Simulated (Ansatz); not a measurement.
Computed with Ansatz on PBE0-D4/def2-TZVP structures; ΔE is electronic, products minus reactants. CBS: MP2 limit from def2 TZ/QZ plus the TZ coupled-cluster correction, frozen cores. This one scheme is used for every species. DFT in def2-TZVPP. For Ge outer-core shells are correlated without core-valence functions, which leaves a few kJ/mol of doubt a bond. Scalar relativity is left out up to krypton.

Reaction (hydrogenolysis of a Ge–Si bond): `[CH3][GeH]([SiH3])[Cl]` + H₂ → `[CH3][GeH2][Cl]` + SiH₄

CCSD(T)/CBS gives -0.03 eV.

Question: Another level gave -0.08 eV. Which?
A. BHLYP/def2-TZVPP
B. ωB97X-V/def2-TZVPP
C. HF/def2-TZVPP
D. PBE/def2-TZVPP

Answer: B. ωB97X-V -0.08, PBE 0.01, HF/def2-TZVPP -0.37, BHLYP -0.21 eV.

Largest T1 diagnostic among the species: 0.011.

From r2SCAN to r2SCAN0 (25 % exact exchange), in def2-TZVPP and without D4, ΔE moves by −0.04 eV. Leaving LDA and LC-ωPBE aside and taking each functional with its dispersion term where it has one, the values, not all of them listed here, spread over 0.22 eV, from CAM-B3LYP-D4 to revPBE-D4. The D4 term adds +0.12 eV with B3LYP and +0.07 eV with PBE0; it sums over pairs of atoms, weighted by their polarisabilities, and B3LYP, whose exchange is more repulsive, gets the larger term.

B3LYP here is the variant with VWN-RPA as its local correlation; programs differ in this.
